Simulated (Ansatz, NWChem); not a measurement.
## Ligand exchange: InH2I + SiH4 → SiH3(InH2) + HI

Species: InH2I `[InH2][I]`, singlet; SiH4 (silane) `[SiH4]`, singlet; SiH3(InH2), singlet; HI (hydrogen iodide), singlet. The partners trade I for SiH3: In–I and H–SiH3 bonds give way to In–SiH3 and H–I.

Shapes, held fixed at every level: PBE0-D4/def2-TZVP. Programs: Ansatz 0.2.0. Electronic energies: no zero-point or thermal term.

(1) Estimate ΔE of this reaction.

Answers

(1) The highest level, CCSD(T)/def2-TZVPP, gives ΔE = +126.6 kJ/mol; the levels span +113.6 to +155.0. The column of differences is taken from that level and isn't an error. No measured value is set beside it here. For atoms past krypton def2 sets carry core potentials with scalar relativity. Correlated rows may include outer-core shells of I, In, which these sets cover unevenly.

| level | kind | ΔE (kJ/mol) | less CCSD(T)/def2-TZVPP |
| --- | --- | --- | --- |
| HF/def2-SVP | Hartree–Fock | +152.6 | +26.0 |
| HF/def2-TZVPP | Hartree–Fock | +155.0 | +28.4 |
| SPW92/def2-TZVPP | LDA | +113.6 | -13.0 |
| BHLYP-D4/def2-TZVPP | global hybrid | +140.0 | +13.4 |
| MP2/def2-SVP | perturbation theory | +143.3 | +16.7 |
| MP2/def2-TZVPP | perturbation theory | +137.1 | +10.5 |
| CCSD/def2-TZVPP | coupled cluster or CI | +127.9 | +1.3 |
| CCSD(T)/def2-TZVPP | coupled cluster or CI | +126.6 | 0.0 |
